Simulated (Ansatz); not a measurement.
Molecule: difluorosilane, sum formula SiH₂F₂, net charge 0, singlet state. 
Structure (B3LYP-D3(BJ)/def2-TZVP (Ansatz, a first-principles code) minimum search):
SMILES: F[SiH2]F
```xyz
5

Si     0.2322    -0.1423     0.3567
F     -0.9008    -0.9574    -0.4083
F      0.3968     1.2663    -0.3659
H      1.4982    -0.8787     0.2366
H     -0.2130     0.0912     1.7376
```

Give the harmonic wavenumbers at B3LYP-D3(BJ)/def2-TZVP (Ansatz, finite differences of forces, unscaled).

315, 712, 735, 859, 899, 978, 989, 2291, 2303 cm⁻¹. Zero-point energy 14.4 kcal/mol.

From these and the geometry, give the ideal-gas thermochemistry at 298.15 K and 1 atm (rigid rotor, harmonic oscillator).

Point group C2v, rotational symmetry number 2. Rotational constants 24.42, 7.649, 6.271 GHz. S(trans) 38.57, S(rot) 21.76, S(vib) 2.40, S(elec, spin only) 0.00, S 62.7 cal/(mol K). H(298) - H(0) 2.87 kcal/mol; G - E(el) -1.4 kcal/mol.
